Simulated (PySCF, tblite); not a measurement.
Isomers of C7H10OSi, one GFN2-xTB conformer each. Single-point energies are computed at PBE0/pcSseg-1 (PySCF, gas phase, no added dispersion term), electronic only.

Task: Rank them by PBE0/pcSseg-1 energy, lowest first (kJ/mol).
A. `[CH2:1]=[C:2]([SiH2:3][CH3:4])[c:5]1[cH:6][cH:7][o:8][cH:9]1` with C1–C2–Si3–C4 -124°, C1–C2–C5–C6 -157°
B. `[CH2:1]=[CH:2][O:3][C:4]1=[CH:5][C:6](=[CH2:7])[Si@H:8]1[CH3:9]` with C1–C2–O3–C4 -179°, C2–O3–C4–C5 -1°
C. `[CH3:1][C:2]#[C:3][C@@H:4]1[CH2:5][C@:6]1([SiH3:7])[CH:8]=[O:9]` with C5–C6–C8–O9 149°
D. `[CH:1]#[C:2][C@@H:3]1[CH2:4][C@H:5]([CH:6]=[O:7])[CH2:8][SiH2:9]1` with C4–C5–C6–O7 -108°, C2–C3–C4–C5 -88°, C3–C4–C5–C6 66°, C4–C5–C8–Si9 45°, C5–C8–Si9–C3 -22°
E. `[CH2:1]=[CH:2][O:3][C:4]1=[CH:5][C:6](=[CH2:7])[SiH2:8][CH2:9]1` with C1–C2–O3–C4 165°, C2–O3–C4–C5 -18°

Result: A (0.0), E (68.9), D (107.1), B (124.2), C (165.7).

As drawn, the lowest has an aromatic ring and a C=C bond outside aromatic rings, which the highest lacks; the highest has a three-membered ring, a C=O bond and a C≡C bond, which the lowest lacks. GFN2-xTB itself gives, in the same order: 0.0, 75.2, 108.4, 187.2, 117.2. Both levels put the same isomer lowest; measured from each level's own lowest isomer, the values differ by up to 63.0 kJ/mol (C=COC1=CC(=C)[Si@H]1C: 187.2 against 124.2).

Task: Which frontier levels, dipoles and rotational constants go with these structures?

Result: 
```csv
SMILES,"HOMO (eV, PBE0/pcSseg-1)",LUMO (eV),dipole (D),"A, B, C (MHz)"
C=C([SiH2]C)c1ccoc1,-6.42,-0.78,0.43,"2407, 937.7, 753.7"
C=COC1=CC(=C)[SiH2]C1,-6.07,-0.67,0.36,"3033, 781.3, 631.2"
C#C[C@@H]1C[C@H](C=O)C[SiH2]1,-7.17,-0.74,2.79,"1817, 1445, 1220"
C=COC1=CC(=C)[Si@H]1C,-6.03,-0.53,0.61,"2353, 817.3, 641.9"
CC#C[C@@H]1C[C@]1([SiH3])C=O,-7.16,-0.78,3.14,"2522, 740.0, 650.6"
```

Task: What happens when harmonic zero-point energies from GFN2-xTB frequencies are added?

Result: 
```tsv
SMILES	ZPE (kJ/mol)	electronic (kJ/mol)	with ZPE (kJ/mol)
C=C([SiH2]C)c1ccoc1	376.9	0.0	0.0
C=COC1=CC(=C)[SiH2]C1	374.7	68.9	66.7
C#C[C@@H]1C[C@H](C=O)C[SiH2]1	377.7	107.1	107.9
C=COC1=CC(=C)[Si@H]1C	376.2	124.2	123.5
CC#C[C@@H]1C[C@]1([SiH3])C=O	365.3	165.7	154.1
```

The zero-point energies span 12.4 kJ/mol. The order is unchanged.
